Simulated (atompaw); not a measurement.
**Pb: one change to a PAW (atompaw) potential, before and after**

lead, PAW, made with atompaw 4.2.0.5 (PBEsol, scalar-relativistic). Core [Xe] 4f14, reference 5d10 6s2 6p2. Waves: 6s (bound); 6s channel at 1.7 Ry; 6p (bound); 6p channel at 4.3 Ry; 5d (bound); 5d channel at 1.35 Ry. Local part: troulliermartins scheme with l = 3 at 1 Ry, radius 1.60 bohr. Core correction: smooth core density matched at 1.30 bohr. Augmentation charge: sinc compensation charge, radius 1.65 bohr; PAW radius 2.10 bohr; waves and projectors: bloechl.

Change: local potential troulliermartins scheme with l = 3 at 1 Ry, radius 1.72 bohr.

Cutoffs: the cutoffs (Ry, on a coarse ladder) from which the occupation-weighted sum of valence levels, in a spherical-Bessel basis at the reference potential, stays within 10 and 1 mRy of its value at 400 Ry; they do not see the model core or the augmentation charge, which bear on the density cutoff.

Question: What does the change do?

Answer: The potential gets softer (70 Ry and 110 Ry → 60 Ry and 90 Ry); both files keep a bound ghost (p, s).

```tsv
quantity	base	changed
cutoff, loose	70 Ry	60 Ry
cutoff, tight	110 Ry	90 Ry
loose cutoff by channel (10 mRy a level)	s 8 Ry, p 8 Ry, d 55 Ry	s 8 Ry, p 8 Ry, d 50 Ry
bound ghosts	s, p	s, p
s: phases at 2.11 bohr within 0.05 rad from the reference energy up to (Ry; the scan ends near 5)	to the end of the scan	to the end of the scan
p: phases at 2.11 bohr within 0.05 rad from the reference energy up to (Ry; the scan ends near 5)	to the end of the scan	to the end of the scan
d: phases at 2.11 bohr within 0.05 rad from the reference energy up to (Ry; the scan ends near 5)	to the end of the scan	to the end of the scan
lowest overlap eigenvalue by channel	s 0.01, p 0.14, d 0.80	s 0.01, p 0.14, d 0.88
```

 A true bound ghost makes a file unfit for plane-wave use even where its test errors are small: the radial tests pick states by their node count and pass the ghost by. The cutoffs see the waves, projectors and local potential, not the compensation charge or the core.
